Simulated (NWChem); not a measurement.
System: HSe₂Cl; SMILES Cl[Se][SeH]

NWChem printed, in part:

```
             Northwest Computational Chemistry Package (NWChem) 7.3.0
             --------------------------------------------------------

 C1  symmetry detected

                             Geometry "geometry" -> ""
                             -------------------------

 Output coordinates in angstroms (scale by  1.889725989 to convert to a.u.)

  No.       Tag          Charge          X              Y              Z
 ---- ---------------- ---------- -------------- -------------- --------------
    1 Se                  34.0000     0.74420981     0.55398537     0.00703654
    2 Cl                  17.0000    -0.93180014     1.99216734     0.01088403
    3 Se                  34.0000    -0.26590903    -1.50146492     0.02968583
    4 H                    1.0000    -0.42162413    -1.65253989    -1.43358910

 Effective nuclear repulsion energy (a.u.)     512.2661488843

                                 NWChem DFT Module
                                 -----------------

 Summary of "ao basis" -> "ao basis" (spherical)
 ------------------------------------------------------------------------------
       Tag                 Description            Shells   Functions and Types
 ---------------- ------------------------------  ------  ---------------------
 Se                         def2-svp                12       32   5s4p3d
 Cl                         def2-svp                 8       18   4s3p1d
 H                          def2-svp                 3        5   2s1p

            General Information
            -------------------
          SCF calculation type: DFT
          Wavefunction type:  closed shell.
          No. of atoms     :     4
          No. of electrons :    86
           Alpha electrons :    43
            Beta electrons :    43
          Charge           :     0
          Spin multiplicity:     1
          Use of symmetry is: off; symmetry adaption is: off
          Maximum number of iterations: 150
          AO basis - number of functions:    87
                     number of shells:    35
          Convergence on energy requested:  1.00D-06
          Convergence on density requested:  1.00D-05
          Convergence on gradient requested:  5.00D-04

              XC Information
              --------------
                         PBE0 Method XC Functional
                     Hartree-Fock (Exact) Exchange  0.250
          PerdewBurkeErnzerhof Exchange Functional  0.750
            Perdew 1991 LDA Correlation Functional  1.000 local
           PerdewBurkeErnz. Correlation Functional  1.000 non-local

             Grid Information
             ----------------
          Grid used for XC integration:  medium
          Radial quadrature: Mura-Knowles
          Angular quadrature: Lebedev.
          Tag              B.-S. Rad. Rad. Pts. Rad. Cut. Ang. Pts.
          ---              ---------- --------- --------- ---------
          Se                  1.15      112           9.0       590
          Cl                  1.00       88          11.0       590
          H                   0.35       45          10.0       434
          Grid pruning is: on
          Number of quadrature shells:   357
          Spatial weights used:  Erf1

      Superposition of Atomic Density Guess
      -------------------------------------

 Sum of atomic energies:       -5258.84636869

      Non-variational initial energy
      ------------------------------

 Total energy =   -5259.245065
 1-e energy   =   -8345.324494
 2-e energy   =    2573.813280
 HOMO         =      -0.235561
 LUMO         =      -0.052220

   convergence    iter        energy       DeltaE   RMS-Dens  Diis-err
 ---------------- ----- ----------------- --------- --------- ---------
 d= 0,ls=0.0,diis     1  -5262.4231822917 -5.77D+03  1.18D-02  3.90D-01
 d= 0,ls=0.0,diis     2  -5262.4296198124 -6.44D-03  7.23D-03  2.51D-01
 d= 0,ls=0.0,diis     3  -5262.4644714140 -3.49D-02  2.26D-03  4.83D-02
 d= 0,ls=0.0,diis     4  -5262.4706131360 -6.14D-03  4.67D-04  1.60D-03
 d= 0,ls=0.0,diis     5  -5262.4707937922 -1.81D-04  1.62D-04  1.57D-04
  Resetting Diis
 d= 0,ls=0.0,diis     6  -5262.4708119231 -1.81D-05  5.27D-05  1.37D-05
 d= 0,ls=0.0,diis     7  -5262.4708137805 -1.86D-06  2.31D-05  6.28D-07
 d= 0,ls=0.0,diis     8  -5262.4708137003  8.02D-08  1.37D-05  1.17D-06
 d= 0,ls=0.0,diis     9  -5262.4708138946 -1.94D-07  1.08D-06  1.08D-08

         Total DFT energy =    -5262.470813894593
      One electron energy =    -8343.929621194353
           Coulomb energy =     2771.456966685881
    Exchange-Corr. energy =     -202.264308270387
 Nuclear repulsion energy =      512.266148884266

 Numeric. integr. density =       85.999990040641

                       DFT Final Molecular Orbital Analysis
                       ------------------------------------

 Vector   41  Occ=2.000000D+00  E=-3.196852D-01
              MO Center= -5.4D-01,  1.1D+00,  2.1D-02, r^2= 3.7D+00
   Bfn.  Coefficient  Atom+Function         Bfn.  Coefficient  Atom+Function
  ----- ------------  ---------------      ----- ------------  ---------------
    43      0.434448  2 Cl px                44      0.352479  2 Cl py
    40      0.313917  2 Cl px                41      0.249833  2 Cl py
    63      0.206550  3 Se py                66      0.189023  3 Se py
    37      0.182422  2 Cl px                12     -0.166443  1 Se px
     4     -0.157075  1 Se s                 38      0.145493  2 Cl py

 Vector   42  Occ=2.000000D+00  E=-2.851248D-01
              MO Center= -2.8D-01, -1.0D+00,  5.9D-03, r^2= 3.1D+00
   Bfn.  Coefficient  Atom+Function         Bfn.  Coefficient  Atom+Function
  ----- ------------  ---------------      ----- ------------  ---------------
    65      0.522244  3 Se px                62      0.445865  3 Se px
    59     -0.281009  3 Se px                44     -0.240925  2 Cl py
    66     -0.222126  3 Se py                63     -0.199815  3 Se py
    41     -0.169848  2 Cl py                60      0.124591  3 Se py
     4     -0.098432  1 Se s                 38     -0.098081  2 Cl py

 Vector   43  Occ=2.000000D+00  E=-2.565782D-01
              MO Center=  2.7D-01,  7.1D-01, -2.9D-02, r^2= 3.1D+00
   Bfn.  Coefficient  Atom+Function         Bfn.  Coefficient  Atom+Function
  ----- ------------  ---------------      ----- ------------  ---------------
    17      0.539987  1 Se pz                14      0.468168  1 Se pz
    45     -0.374195  2 Cl pz                11     -0.288909  1 Se pz
    42     -0.255136  2 Cl pz                39     -0.146708  2 Cl pz
    83      0.132006  4 H  s                 84      0.116874  4 H  s
    55     -0.106966  3 Se s                  8      0.093508  1 Se pz

 Vector   44  Occ=0.000000D+00  E=-8.539016D-02
              MO Center=  7.8D-02,  5.8D-01,  7.0D-03, r^2= 3.8D+00
   Bfn.  Coefficient  Atom+Function         Bfn.  Coefficient  Atom+Function
  ----- ------------  ---------------      ----- ------------  ---------------
    15      0.678462  1 Se px                44     -0.416919  2 Cl py
    12      0.397806  1 Se px                43      0.391772  2 Cl px
    66      0.390846  3 Se py                 4     -0.347299  1 Se s
    36      0.259850  2 Cl s                  9     -0.243647  1 Se px
     5     -0.240954  1 Se s                 41     -0.209648  2 Cl py

 Vector   45  Occ=0.000000D+00  E=-5.712070D-02
              MO Center=  2.7D-01, -2.1D-01,  5.4D-04, r^2= 4.1D+00
   Bfn.  Coefficient  Atom+Function         Bfn.  Coefficient  Atom+Function
  ----- ------------  ---------------      ----- ------------  ---------------
    16      0.812729  1 Se py                66      0.619177  3 Se py
    13      0.407370  1 Se py                65      0.388574  3 Se px
    55      0.304028  3 Se s                 63      0.267499  3 Se py
    43     -0.258324  2 Cl px                10     -0.253522  1 Se py
    54      0.253058  3 Se s                  5     -0.237836  1 Se s

 Vector   46  Occ=0.000000D+00  E= 3.877054D-03
              MO Center= -3.1D-01, -1.5D+00, -8.0D-01, r^2= 3.2D+00
   Bfn.  Coefficient  Atom+Function         Bfn.  Coefficient  Atom+Function
  ----- ------------  ---------------      ----- ------------  ---------------
    84      1.289599  4 H  s                 67      0.973081  3 Se pz
    55     -0.671767  3 Se s                 83      0.315130  4 H  s
    54     -0.309828  3 Se s                 64      0.304073  3 Se pz
    61     -0.199306  3 Se pz                53      0.185969  3 Se s
     5      0.169067  1 Se s                 17     -0.132391  1 Se pz

     Multipole analysis of the density
     ---------------------------------

     L   x y z        total         alpha         beta         nuclear
     -   - - -        -----         -----         ----         -------
     0   0 0 0     -0.000000    -43.000000    -43.000000     86.000000

     1   1 0 0      0.242907      0.121454      0.121454      0.000000
     1   0 1 0     -0.651166     -0.325583     -0.325583      0.000000
     1   0 0 1     -0.301532     -0.150766     -0.150766      0.000000

     2   2 0 0    -36.322336    -82.749118    -82.749118    129.175899
     2   1 1 0      1.533680      6.602333      6.602333    -11.670986
     2   1 0 1      0.433912     -0.393135     -0.393135      1.220182
     2   0 2 0    -36.040582   -298.854856   -298.854856    561.669130
     2   0 1 1      1.144733     -1.846586     -1.846586      4.837905
     2   0 0 2    -36.192255    -21.825814    -21.825814      7.459373

                                 NWChem DFT Module
                                 -----------------

            General Information
            -------------------
          SCF calculation type: DFT
          Wavefunction type:  spin polarized.
          No. of atoms     :     4
          No. of electrons :    85
           Alpha electrons :    43
            Beta electrons :    42
          Charge           :     1
          Spin multiplicity:     2
          Use of symmetry is: off; symmetry adaption is: off
          Maximum number of iterations: 150
          AO basis - number of functions:    87
                     number of shells:    35
          Convergence on energy requested:  1.00D-06
          Convergence on density requested:  1.00D-05
          Convergence on gradient requested:  5.00D-04

              XC Information
              --------------
                         PBE0 Method XC Functional
                     Hartree-Fock (Exact) Exchange  0.250
          PerdewBurkeErnzerhof Exchange Functional  0.750
            Perdew 1991 LDA Correlation Functional  1.000 local
           PerdewBurkeErnz. Correlation Functional  1.000 non-local

             Grid Information
             ----------------
          Grid used for XC integration:  medium
          Radial quadrature: Mura-Knowles
          Angular quadrature: Lebedev.
          Tag              B.-S. Rad. Rad. Pts. Rad. Cut. Ang. Pts.
          ---              ---------- --------- --------- ---------
          Se                  1.15      112           9.0       590
          Cl                  1.00       88          11.0       590
          H                   0.35       45          10.0       434
          Grid pruning is: on
          Number of quadrature shells:   357
          Spatial weights used:  Erf1

      Superposition of Atomic Density Guess
      -------------------------------------

 Sum of atomic energies:       -5258.84636869

 Renormalizing density from      86.00 to     85

      Non-variational initial energy
      ------------------------------

 Total energy =   -5221.714530
 1-e energy   =   -8248.285837
 2-e energy   =    2514.305158
 HOMO         =      -0.553563
 LUMO         =      -0.376780

   convergence    iter        energy       DeltaE   RMS-Dens  Diis-err
 ---------------- ----- ----------------- --------- --------- ---------
 d= 0,ls=0.0,diis     1  -5261.9299865450 -5.77D+03  8.82D-03  1.31D+00
                                                     9.04D-03  1.30D+00
 d= 0,ls=0.0,diis     2  -5261.9542298672 -2.42D-02  6.71D-03  8.78D-01
                                                     7.21D-03  8.83D-01
 d= 0,ls=0.0,diis     3  -5262.1069926982 -1.53D-01  2.68D-03  4.50D-02
                                                     2.72D-03  4.28D-02
 d= 0,ls=0.0,diis     4  -5262.1311944218 -2.42D-02  4.72D-04  2.04D-03
                                                     6.79D-04  2.18D-03
 d= 0,ls=0.0,diis     5  -5262.1322776796 -1.08D-03  1.97D-04  3.07D-04
                                                     2.63D-04  2.99D-04
  Resetting Diis
 d= 0,ls=0.0,diis     6  -5262.1324621955 -1.85D-04  9.16D-05  3.49D-05
                                                     1.06D-04  3.16D-05
 d= 0,ls=0.0,diis     7  -5262.1324944703 -3.23D-05  3.81D-05  2.88D-06
                                                     1.08D-04  3.17D-06
 d= 0,ls=0.0,diis     8  -5262.1325010423 -6.57D-06  3.00D-05  4.71D-06
                                                     4.09D-05  4.70D-06
 d= 0,ls=0.0,diis     9  -5262.1325056499 -4.61D-06  1.34D-05  7.37D-07
                                                     4.45D-05  7.59D-07
 d= 0,ls=0.0,diis    10  -5262.1325081908 -2.54D-06  2.68D-05  1.82D-07
                                                     1.07D-04  2.95D-07
 d= 0,ls=0.0,diis    11  -5262.1325116485 -3.46D-06  1.07D-05  6.58D-08
                                                     3.18D-05  6.97D-08
 d= 0,ls=0.0,diis    12  -5262.1325121172 -4.69D-07  5.37D-06  2.83D-08
                                                     2.52D-05  3.13D-08
 d= 0,ls=0.0,diis    13  -5262.1325123110 -1.94D-07  3.08D-06  7.23D-09
                                                     1.20D-05  9.95D-09
 d= 0,ls=0.0,diis    14  -5262.1325123465 -3.54D-08  1.17D-06  7.41D-10
                                                     3.76D-06  5.36D-10

         Total DFT energy =    -5262.132512346454
      One electron energy =    -8322.416051198898
           Coulomb energy =     2749.933388261614
    Exchange-Corr. energy =     -201.915998293437
 Nuclear repulsion energy =      512.266148884266

 Numeric. integr. density =       84.999990173592

                    DFT Final Alpha Molecular Orbital Analysis
                    ------------------------------------------

 Vector   41  Occ=1.000000D+00  E=-5.529998D-01
              MO Center= -5.9D-01,  1.3D+00,  3.0D-02, r^2= 3.3D+00
   Bfn.  Coefficient  Atom+Function         Bfn.  Coefficient  Atom+Function
  ----- ------------  ---------------      ----- ------------  ---------------
    43      0.409592  2 Cl px                44      0.363633  2 Cl py
    40      0.319175  2 Cl px                41      0.277784  2 Cl py
    63      0.185054  3 Se py                37      0.181575  2 Cl px
    12     -0.166822  1 Se px                38      0.158335  2 Cl py
    66      0.142855  3 Se py                 4     -0.132490  1 Se s

 Vector   42  Occ=1.000000D+00  E=-5.307793D-01
              MO Center=  7.0D-04,  7.9D-01, -3.1D-02, r^2= 3.5D+00
   Bfn.  Coefficient  Atom+Function         Bfn.  Coefficient  Atom+Function
  ----- ------------  ---------------      ----- ------------  ---------------
    14      0.459160  1 Se pz                17      0.422824  1 Se pz
    45     -0.421858  2 Cl pz                42     -0.320377  2 Cl pz
    11     -0.266941  1 Se pz                39     -0.180582  2 Cl pz
    83      0.151984  4 H  s                 64     -0.134129  3 Se pz
    54     -0.128527  3 Se s                 55     -0.104922  3 Se s

[...]
```

Level: PBE0/def2-SVP, vertical spin-unrestricted ions. Structure relaxed at the PBE0/def2-SVP level.

Reconstruct the input file.

Several could match; the one computed here: the input that was run:
```
start job
memory heap 200 mb stack 900 mb global 1100 mb
geometry units angstroms noautoz
  Se     0.744802     0.554633     0.019823
  Cl    -0.953245     1.966537    -0.003735
  Se    -0.233499    -1.516178     0.039771
  H     -0.368744    -1.676297    -1.424577
end
basis spherical
  * library def2-svp
end
dft
  xc pbe0
  iterations 150
  vectors input atomic output neutral.movecs
end
task dft energy
charge 1
dft
  odft
  mult 2
  vectors input atomic output cation.movecs
end
task dft energy
```
